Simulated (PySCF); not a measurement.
# Radial density of Pb(2+) (lead, charge +2)

UHF, [Xe] 4f14 5d9 6s2 6p1, one real determinant (an excited configuration). Computed with PySCF 2.14 in aug-cc-pwCVTZ-PP with ECP60MDF (8s7p6d4f1g, 96 functions), with scalar relativity through the core potential. This is the valence pseudo-density: the core potential removes the inner electrons and smooths the orbitals near the nucleus.

```tsv
r (bohr)	4πr²ρ (e/bohr)	4πr²(ρα − ρβ)
0.0194	1.900e-05	0.0000
0.0326	3.735e-05	0.0000
0.0549	5.797e-05	0.0000
0.0924	0.0001845	0.0000
0.155	0.001757	0.0001
0.261	0.03675	0.0018
0.439	1.498	0.0528
0.739	16.67	0.6899
1.24	13.77	0.9212
2.09	3.230	0.6371
3.52	0.4363	0.2281
5.92	0.005927	0.0048
9.95	1.499e-05	0.0000
```

⟨L²⟩ = 8.03 against 12 for a pure F term, so this real determinant mixes terms. Energies and moments cover only the electrons outside the core potential. Spin-orbit coupling, absent here, splits the open shell strongly.
